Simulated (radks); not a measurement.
The numbers below are computed, except where a source is named.
Problem. The silicon ion Si3+ is in [Ne] 3s1. Level of theory: scalar-relativistic Kohn-Sham, PBE, spin-polarised, spherical densities, finite nucleus; Fermi nuclear charge, rms radius of each element as measured or else 0.836 A^(1/3) + 0.57 fm (a radial shooting solver on a logarithmic mesh with Libxc functionals). Open shells are filled with parallel spins first. One electron is removed from 3s, 1s, 2s, 2p in turn, with full relaxation. Which removal costs least, and what does each cost?

Solution. 3s 45.673 eV; 2p 149.39 eV; 2s 192.17 eV; 1s 1888.7 eV. The 3s electron leaves first.
